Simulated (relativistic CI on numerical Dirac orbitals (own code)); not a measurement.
**Transition arrays of Nd XXII**

Computed by Dirac-Coulomb-Breit CI, separate exchange-only KLI orbitals for each configuration, model QED, valence Slater integrals scaled by 0.9, whole transition arrays (own radial code, finite nucleus).

Configuration list (outside the closed core [Ar] 3d10 4s2): 4p⁶4d³, 4p⁶4d²4f, 4p⁵4d⁴, 4p⁶4d²5p, 4p⁶4d²5f. Levels of other configurations are missing.

All E1 lines from the levels of 4p⁶4d³; mean and standard deviation are weighted by gf, and upper levels are sorted by their leading configuration.

| Upper configuration | Lines | Σgf | Mean (eV) | Mean (nm) | σ (eV) | Strongest line (nm) |
| --- | --- | --- | --- | --- | --- | --- |
| 4p⁶4d²4f | 489 | 191.8 | 149.87 | 8.273 | 6.06 | 8.131 |
| 4p⁵4d⁴ | 1950 | 513.7 | 151.90 | 8.162 | 9.34 | 7.954 |
| 4p⁶4d²5p | 466 | 37.7 | 230.23 | 5.385 | 3.61 | 5.351 |
| 4p⁶4d²5f | 721 | 61.1 | 332.78 | 3.726 | 3.34 | 3.734 |

Σgf per state of the lower configuration in bins of 0.2 nm over the central range (centre: value): 3.7: 0.50, 5.3: 0.17, 5.5: 0.13, 7.7: 0.24, 7.9: 1.35, 8.1: 2.98, 8.3: 0.68, 8.5: 0.13, 8.7: 0.05, 9.1: 0.03, 9.3: 0.04, 9.5: 0.05, 9.7: 0.04, 9.9: 0.03.

(1) How do configuration mixing and the scaling of the Slater integrals move the arrays?

## Answers

(1) Slater scale 0.9, no configuration mixing: 4p⁶4d²4f 139.9 ± 5.6 eV (Σgf 245.0), 4p⁵4d⁴ 140.9 ± 13.1 eV (Σgf 403.7), 4p⁶4d²5p 230.3 ± 3.6 eV (Σgf 42.9), 4p⁶4d²5f 332.7 ± 3.3 eV (Σgf 64.6); Slater scale 1: 4p⁶4d²4f 152.5 ± 6.1 eV (Σgf 186.1), 4p⁵4d⁴ 154.6 ± 9.3 eV (Σgf 532.7), 4p⁶4d²5p 230.3 ± 3.8 eV (Σgf 36.9), 4p⁶4d²5f 332.8 ± 3.5 eV (Σgf 60.9); Slater scale 0.8: 4p⁶4d²4f 147.2 ± 6.2 eV (Σgf 184.2), 4p⁵4d⁴ 149.1 ± 9.3 eV (Σgf 507.9), 4p⁶4d²5p 230.2 ± 3.4 eV (Σgf 38.4), 4p⁶4d²5f 332.7 ± 3.2 eV (Σgf 61.3). With mixing, levels are counted to their leading configuration, so an array can shrink or vanish into another, and the sums then hold other lines.
